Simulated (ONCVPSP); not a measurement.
## What one change does to a pseudopotential (thallium, ONCV)

* Element: Tl (Z = 81)
* Generator: ONCVPSP 4.0.1
* Type: optimised norm-conserving Vanderbilt (ONCV)
* Functional: LDA (Perdew-Wang 92)
* Relativity: scalar-relativistic
* Frozen core: [Kr] 4d10 4f14
* Valence charge: 21
* Reference configuration: 5s2 5p6 5d10 6s2 6p1
* Partial waves: 5s+6s: rc 1.25 bohr, ncon 4, nbas 8, qcut 8.3 1/bohr, 2 projectors; 5p+6p: rc 1.95 bohr, ncon 4, nbas 7, qcut 6.9 1/bohr, 2 projectors; 5d: rc 1.20 bohr, ncon 4, nbas 9, qcut 6.8 1/bohr, 2 projectors, debl 2.6 Ha
* Local potential: polynomial inside 0.80 bohr (lpopt 3, dvloc0 3 Ha)
* Core correction: polynomial model core, fcfact 0.25

Change: all radii but the core radius scaled by about 0.91 (s 1.14, p 1.78, d 1.10 bohr); local potential polynomial inside 0.74 bohr (lpopt 3, dvloc0 3 Ha).

Cutoffs: the cutoffs (Ha) at which the residual kinetic energy of the hardest occupied pseudo-wave falls to 1 and 0.1 mHa per electron; they do not see the model core or the augmentation charge, which bear on the density cutoff. Errors are all-electron minus pseudo energies relative to the spin-unpolarised reference configuration.

Task: Predict the effect on cutoff, ghosts and configuration errors.

Result: The potential gets harder (31 Ha and 73 Ha → 37 Ha and 126 Ha); a bound ghost appears in s, which as a rule spoils a file; of the 3 tests that both files solve, the error grows in 0 and shrinks in 1 by more than 15 % and 0.3 meV (median size 5.8 → 5.0 meV). A smaller radius makes the pseudo-wave follow the all-electron one further in, where it bends more sharply, so more plane waves are needed.

```tsv
quantity	base	changed
cutoff, loose	31 Ha	37 Ha
cutoff, tight	73 Ha	126 Ha
loose cutoff by channel	s 31 Ha, p 17 Ha, d 23 Ha	s 37 Ha, p 18 Ha, d 23 Ha
bound ghosts	none	s
GHOST(+) flags under 300 eV	s at 90.4 eV	none
tests with a reliable result	3 of 4	3 of 4
error for 5s2 5p6 5d10 6s2 6p0, meV [ΔE 5.40 eV]	-2.6	-2.6
error for 5s2 5p6 5d10 6s1 6p0, meV [ΔE 26.60 eV]	-11	-9.0
error for 5s2 5p6 5d9 6s2 6p1, meV [ΔE 21.40 eV]	-5.8	-5.0
rms error of d²Exc/dni dnj with the model core, mHa	0.28	0.40
```

 A true bound ghost makes a file unfit for plane-wave use even where its test errors are small: the radial tests pick states by their node count and pass the ghost by.
